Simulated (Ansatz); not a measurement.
`B[Se]CC` + `N[SiH3]` → `CCN[SiH3]` + `B[SeH]`  (substitution at a C–Se bond)

Computed with Ansatz on PBE0-D4/def2-TZVP structures; ΔE is electronic, products minus reactants. CBS: MP2 limit from def2 TZ/QZ plus the TZ coupled-cluster correction, frozen cores. This one scheme is used for every species. Functionals use def2-TZVPP. B3LYP here is the variant with VWN-RPA as its local correlation; programs differ in this. For Se outer-core shells are correlated without core-valence functions, which leaves a few kJ/mol of doubt a bond. Scalar relativity is left out up to krypton. Each species was taken in one conformer, which may not be the lowest.

```csv
level,ΔE (kJ/mol),difference from CCSD(T)/CBS
PBE-D4,34.7,-2.4
B3LYP-D4,31.8,-5.3
ωB97M-V,32.4,-4.7
B2PLYP,34.0,-3.1
PBE,34.0,-3.1
PBE0,32.1,-5.0
B3LYP,30.3,-6.8
HF/def2-TZVPP,22.7,-14.4
MP2/def2-TZVPP,41.5,4.4
SCS-MP2/def2-TZVPP,37.3,0.2
CCSD/def2-TZVPP,32.7,-4.4
CCSD(T)/def2-TZVPP,35.2,-1.9
HF/def2-QZVPP,22.5,-14.6
MP2/def2-QZVPP,42.5,5.4
HF/CBS(def2),22.5,-14.6
CCSD/CBS(def2),34.6,-2.5
CCSD(T)/CBS,37.1,0
```

Largest T1 diagnostic among the species: 0.013.

In def2-TZVPP, CCSD(T) changes the Hartree–Fock value by +12.4 kJ/mol (the triples alone add +2.5 kJ/mol) and MP2 by +18.8 kJ/mol.
